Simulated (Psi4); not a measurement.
C$_{4}$H$_{6}$Cl$_{2}$N$_{2}$Pd, charge -1, doublet, at the geometry of the source list (the multiplicity is a formal guess) (core potentials on Pd) (a gas-phase anion, which may not be bound at this level); B3LYP/def2-SVP in Psi4.

Here is a job for Psi4.
```
memory 2 GB

molecule {
-1 2
  Pd   -0.00010000   -0.00010000   -0.00100000
  Cl    2.12490000   -0.87420000    0.00140000
  Cl   -2.12400000    0.87430000   -0.00000000
  C     1.68310000    4.10300000    0.00020000
  C     1.14290000    2.78070000   -0.00010000
  N     0.70640000    1.71680000    0.00020000
  H     2.15210000    4.30550000   -0.96260000
  H     2.42950000    4.19200000    0.78940000
  H     0.88370000    4.82370000    0.17250000
  C    -1.68340000   -4.10290000    0.00100000
  C    -1.14240000   -2.78100000   -0.00070000
  N    -0.70690000   -1.71670000   -0.00170000
  H    -2.58600000   -4.12700000    0.61170000
  H    -0.94910000   -4.79760000    0.40880000
  H    -1.93090000   -4.39660000   -1.01910000
}

set basis def2-svp
set reference uks

energy('b3lyp')
print_variables()
```

Question: Write the output that Psi4 gives for this input, abridged.

Answer: 
```
   => Loading Basis Set <=

    Name: DEF2-SVP
    Role: ORBITAL
    Keyword: BASIS

    !!!  WARNING: ECP capability is in beta. Please check occupations closely.  !!!

         ---------------------------------------------------------
                                   SCF
               by Justin Turney, Rob Parrish, Andy Simmonett
                          and Daniel G. A. Smith
                              UKS Reference
         ---------------------------------------------------------

  ==> Geometry <==

    Molecular point group: c1
    Full point group: C1

    Geometry (in Angstrom), charge = -1, multiplicity = 2:

       Center              X                  Y                   Z               Mass
    ------------   -----------------  -----------------  -----------------  -----------------
         PD          -0.000160391431    -0.000068618322    -0.000719085592   105.903480400000
         CL           2.124839608569    -0.874168618322     0.001680914408    34.968852682000
         CL          -2.124060391431     0.874331381678     0.000280914408    34.968852682000
         C            1.683039608569     4.103031381678     0.000480914408    12.000000000000
         C            1.142839608569     2.780731381678     0.000180914408    12.000000000000
         N            0.706339608569     1.716831381678     0.000480914408    14.003074004430
         H            2.152039608569     4.305531381678    -0.962319085592     1.007825032230
         H            2.429439608569     4.192031381678     0.789680914408     1.007825032230
         H            0.883639608569     4.823731381678     0.172780914408     1.007825032230
         C           -1.683460391431    -4.102868618322     0.001280914408    12.000000000000
         C           -1.142460391431    -2.780968618322    -0.000419085592    12.000000000000
         N           -0.706960391431    -1.716668618322    -0.001419085592    14.003074004430
         H           -2.586060391431    -4.126968618322     0.611980914408     1.007825032230
         H           -0.949160391431    -4.797568618322     0.409080914408     1.007825032230
         H           -1.930960391431    -4.396568618322    -1.018819085592     1.007825032230

  Running in c1 symmetry.

  Rotational constants: A =      0.04490  B =      0.01817  C =      0.01300 [cm^-1]
  Rotational constants: A =   1345.94513  B =    544.61206  C =    389.62958 [MHz]
  Nuclear repulsion =  687.178690164219006

  Charge       = -1
  Multiplicity = 2
  Electrons    = 97
  Nalpha       = 49
  Nbeta        = 48

  ==> Algorithm <==

  SCF Algorithm Type is DF.
  DIIS enabled.
  MOM disabled.
  Fractional occupation disabled.
  Guess Type is SAD.
  Energy threshold   = 1.00e-06
  Density threshold  = 1.00e-06
  Integral threshold = 1.00e-12

  ==> Primary Basis <==

  Basis Set: DEF2-SVP
    Blend: DEF2-SVP
    Number of shells: 81
    Number of basis functions: 181
    Number of Cartesian functions: 194
    Spherical Harmonics?: true
    Max angular momentum: 3

  Core potential: DEF2-SVP
    Number of shells: 4
    Number of ECP primitives: 14
    Number of ECP core electrons: 28
    Max angular momentum: 3

  ==> DFT Potential <==

   => LibXC <=

    Version 7.1.2
    S. Lehtola, C. Steigemann, M. J. T. Oliveira, and M. A. L. Marques,  SoftwareX 7, 1–5 (2018) (10.1016/j.softx.2017.11.002)

   => Composite Functional: B3LYP <=

    B3LYP Hyb-GGA Exchange-Correlation Functional

    P. J. Stephens, F. J. Devlin, C. F. Chabalowski, and M. J. Frisch,  J. Phys. Chem. 98, 11623 (1994) (10.1021/j100096a001)

    Deriv               =              1
    GGA                 =           TRUE
    Meta                =          FALSE

    Exchange Hybrid     =           TRUE
    MP2 Hybrid          =          FALSE

   => Exchange Functionals <=

    0.0800   Slater exchange
    0.7200         Becke 88

   => Exact (HF) Exchange <=

    0.2000               HF

   => Correlation Functionals <=

    0.1900   Vosko, Wilk & Nusair (VWN5_RPA)
    0.8100   Lee, Yang & Parr

   => LibXC Density Thresholds  <==

    XC_HYB_GGA_XC_B3LYP:  1.00E-15

   => Molecular Quadrature <=

    Radial Scheme          =       TREUTLER
    Pruning Scheme         =           NONE
    Nuclear Scheme         =       TREUTLER

    Blocking Scheme        =         OCTREE
    BS radius alpha        =              1
    Pruning alpha          =              1
    Radial Points          =             75
    Spherical Points       =            302
    Total Points           =         321632
    Total Blocks           =           2444
    Max Points             =            256
    Max Functions          =            146
    Weights Tolerance      =       1.00E-15

   => Loading Basis Set <=

    Name: (DEF2-SVP AUX)
    Role: JKFIT
    Keyword: DF_BASIS_SCF

  ==> Integral Setup <==

  SCF_SUBTYPE=INCORE selected. In-core MEM_DF algorithm will be used.
  Using in-core AOs.

  ==> MemDFJK: Density-Fitted J/K Matrices <==

    J tasked:                   Yes
    K tasked:                   Yes
    wK tasked:                   No
    Algorithm:                 Core
    Schwarz Cutoff:           1E-12
    Mask sparsity (%):      20.6404
    Fitting Condition:        1E-10

   => Auxiliary Basis Set <=

  Basis Set: (DEF2-SVP AUX)
    Blend: DEF2-UNIVERSAL-JKFIT
    Number of shells: 311
    Number of basis functions: 1073
    Number of Cartesian functions: 1356
    Spherical Harmonics?: true
    Max angular momentum: 6

  Minimum eigenvalue in the overlap matrix is 9.4303680154E-04.
  Reciprocal condition number of the overlap matrix is 1.7328567318E-04.
    Using symmetric orthogonalization.

  ==> Pre-Iterations <==

  SCF Guess: Superposition of Atomic Densities via on-the-fly atomic UHF (no occupation information).

   -------------------------
    Irrep   Nso     Nmo
   -------------------------
     A        181     181
   -------------------------
    Total     181     181
   -------------------------

  ==> Iterations <==

                           Total Energy        Delta E     RMS |[F,P]|

   @DF-UKS iter SAD: -1312.63698326093868   -1.31264e+03   0.00000e+00
   @DF-UKS iter   1: -1311.25507182484080    1.38191e+00   1.23113e-02 ADIIS/DIIS
   @DF-UKS iter   2: -1306.01704805507802    5.23802e+00   1.92863e-02 ADIIS/DIIS
   @DF-UKS iter   3: -1313.25212652683967   -7.23508e+00   3.42689e-03 ADIIS/DIIS
   @DF-UKS iter   4: -1312.92838884357752    3.23738e-01   5.77005e-03 ADIIS/DIIS
   @DF-UKS iter   5: -1313.42479623755503   -4.96407e-01   1.22382e-03 ADIIS/DIIS
   @DF-UKS iter   6: -1313.44485598830420   -2.00598e-02   8.00647e-04 ADIIS/DIIS
   @DF-UKS iter   7: -1313.45596996620975   -1.11140e-02   1.21587e-04 ADIIS/DIIS
   @DF-UKS iter   8: -1313.45612944492359   -1.59479e-04   1.07349e-04 ADIIS/DIIS
   @DF-UKS iter   9: -1313.45632480433915   -1.95359e-04   2.63221e-05 DIIS
   @DF-UKS iter  10: -1313.45633953476704   -1.47304e-05   7.26774e-06 DIIS
   @DF-UKS iter  11: -1313.45634293169906   -3.39693e-06   3.15139e-06 DIIS
   @DF-UKS iter  12: -1313.45634393916862   -1.00747e-06   2.19402e-06 DIIS
   @DF-UKS iter  13: -1313.45634423192041   -2.92752e-07   1.93557e-06 DIIS
   @DF-UKS iter  14: -1313.45634448777696   -2.55857e-07   7.45609e-07 DIIS
  Energy and wave function converged.

  ==> Post-Iterations <==

   Electrons on quadrature grid:
      Nalpha   =   48.9999917985 ; deviation = -8.202e-06
      Nbeta    =   47.9999939646 ; deviation = -6.035e-06
      Ntotal   =   96.9999857631 ; deviation = -1.424e-05

   @Spin Contamination Metric:   3.654712294E-03
   @S^2 Expected:                7.500000000E-01
   @S^2 Observed:                7.536547123E-01
   @S   Expected:                5.000000000E-01
   @S   Observed:                5.000000000E-01

    Orbital Energies [Eh]
    ---------------------

    Alpha Occupied:

[...]
      49A      0.078393

    Alpha Virtual:

[...]
    Beta Occupied:

[...]
    Beta Virtual:

[...]
     181A     51.381753

    Final Occupation by Irrep:
              A
    DOCC [    48 ]
    SOCC [     1 ]
    NA   [    49 ]
    NB   [    48 ]

  @DF-UKS Final Energy: -1313.45634448777696

   => Energetics <=

    Nuclear Repulsion Energy =            687.1786901642190060
    One-Electron Energy =               -3242.0619210197396569
    Two-Electron Energy =                1328.1804926056922795
    DFT Exchange-Correlation Energy =     -86.7536062379486594
    Empirical Dispersion Energy =           0.0000000000000000
    VV10 Nonlocal Energy =                  0.0000000000000000
    Total Energy =                      -1313.4563444877769598

  UHF NO Occupations:
  HONO-2 :   47  A 1.9995962
  HONO-1 :   48  A 1.9994378
  HONO-0 :   49  A 1.0000000
  LUNO+0 :   50  A 0.0005622
  LUNO+1 :   51  A 0.0004038
  LUNO+2 :   52  A 0.0002757
  LUNO+3 :   53  A 0.0001589

Computation Completed

Properties will be evaluated at   0.000000,   0.000000,   0.000000 [a0]

Properties computed using the SCF density matrix

 Multipole Moments:

 ------------------------------------------------------------------------------------
     Multipole            Electronic (a.u.)      Nuclear  (a.u.)        Total (a.u.)
 ------------------------------------------------------------------------------------

 L = 1.  Multiply by 2.5417464519 to convert [e a0] to [Debye]
 Dipole X            :         -0.0102170            0.0088863           -0.0013307
 Dipole Y            :         -0.0037848            0.0045592            0.0007745
 Dipole Z            :         -0.0473195            0.0479382            0.0006186
 Magnitude           :                                                    0.0016593

 ------------------------------------------------------------------------------------

  Variable Map:
  ----------------------------------------------------------------------------
[...]
  Array Variable Map:
  ----------------------------------------------------------------------------
[...]
[...]
```
